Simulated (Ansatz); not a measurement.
Geometry optimisation, RHF/6-31G* in Ansatz.

Input:

```yaml
crystal:
  periodic: [false, false, false]
  atoms:
    - { symbol: "N", position_ang: [-2.137, -2.1918, -0.4234] }
    - { symbol: Si, position_ang: [-0.4707, -1.8121, -0.8003] }
    - { symbol: Si, position_ang: [0.3089, -0.3647, 0.6845] }
    - { symbol: B, position_ang: [2.196, 0.2968, 0.145] }
    - { symbol: Si, position_ang: [1.3873, 2.0984, -0.0946] }
    - { symbol: Si, position_ang: [-0.6611, 1.5922, 0.5176] }
    - { symbol: H, position_ang: [-2.19637, -3.17106, -0.13349] }
    - { symbol: H, position_ang: [-2.64488, -2.14748, -1.40288] }
    - { symbol: H, position_ang: [-0.3538, -1.2033, -2.0999] }
    - { symbol: H, position_ang: [0.3072, -3.0578, -0.7191] }
    - { symbol: H, position_ang: [0.3191, -0.8892, 2.093] }
    - { symbol: H, position_ang: [3.2017, -0.2024, 0.0151] }
    - { symbol: H, position_ang: [1.4036, 2.5661, -1.4957] }
    - { symbol: H, position_ang: [1.9775, 3.0666, 0.8776] }
    - { symbol: H, position_ang: [-1.6206, 1.6067, -0.5911] }
    - { symbol: H, position_ang: [-1.0423, 2.1785, 1.8367] }
basis:
  gaussian: { orbitals: "6-31G*" }
hamiltonian:
  xc: hf
relax:
  f_tol: 0.015
  max_steps: 40
```

Run as:

```bash
$ ansatz run input.yaml --threads 2 --pin off --max-ram 3072MiB --backend cpu --events-out ev --progress --plain --runs-dir out
```

Problem. Where does it end, and by what steps?

Solution. The run converged. The force dipped under the threshold on the way, but the program's further checks kept it going. After 17 steps the energy has fallen by 1.608 eV; H14 moved furthest, 1.07 Å.

| step | energy less start (eV) | largest force component (eV/Å) | accepted |
| --- | --- | --- | --- |
| 0 | 0.0000 | 3.680 | yes |
| 1 | -1.2789 | 1.363 | yes |
| 2 | -1.4484 | 0.690 | yes |
| 3 | -1.4920 | 0.490 | yes |
| 4 | -1.5365 | 0.229 | yes |
| 5 | -1.5542 | 0.099 | yes |
| 6 | -1.5694 | 0.050 | yes |
| 7 | -1.5738 | 0.345 | yes |
| 8 | -1.5742 | 0.443 | yes |
| 9 | -1.5897 | 0.216 | yes |
| 10 | -1.5882 | 0.449 | no |
| 11 | -1.5985 | 0.085 | yes |
| 12 | -1.6029 | 0.076 | yes |
| 13 | -1.6052 | 0.113 | yes |
| 14 | -1.6064 | 0.065 | yes |
| 15 | -1.6075 | 0.039 | yes |
| 16 | -1.6076 | 0.004 | yes |
| 17 | -1.6077 | 0.013 | yes |

```xyz
16
Properties=species:S:1:pos:R:3
N -2.066 -2.241 -0.839
Si -0.395 -1.823 -1.007
Si 0.283 -0.541 0.858
B 2.100 0.371 0.547
Si 1.394 2.095 -0.328
Si -0.639 1.648 0.807
H -2.407 -2.639 0.011
H -2.568 -2.602 -1.624
H -0.256 -1.041 -2.252
H 0.521 -2.985 -1.135
H 0.116 -1.357 2.087
H 3.185 0.080 0.933
H 1.210 1.861 -1.782
H 2.107 3.377 -0.142
H -1.928 1.886 0.126
H -0.682 2.277 2.148
```

Time of the run: 65 s on 2 threads of Arm Neoverse V1, on a shared host, peak memory 0.32 GiB.
